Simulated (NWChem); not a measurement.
System: CuH3O; SMILES [OH2]->[CuH]

The following NWChem deck was run.

```
start job
memory heap 200 mb stack 900 mb global 1100 mb
geometry units angstroms noautosym nocenter noautoz
  Cu     0.014362    -0.535711     0.000000
  H     -0.011611    -2.020307     0.000000
  O      0.013032     1.454110     0.000000
  H     -0.430721     1.832457    -0.769982
  H     -0.430721     1.832457     0.769982
end
basis spherical
  * library def2-svp
end
dft
  xc pbe0
  iterations 150
end
property
  efieldgrad
end
task dft property
```

All runs use the structure optimised with PBE0/def2-SVP.

Vzz is the largest principal value of the second derivative of the potential at the nucleus (NWChem prints the opposite sign); η is the asymmetry. Non-relativistic.

Atoms are numbered as in the input.

**Question.** What results follow from this input? (PBE0/def2-SVP.) Quantities: Vzz Cu1 (a.u.); η Cu1; Vzz O3 (a.u.); η O3.

**Answer.** 
```
Property        Result
--------------  ------
Vzz Cu1 (a.u.)   0.082
η Cu1             0.59
Vzz O3 (a.u.)   -1.670
η O3              0.72
```
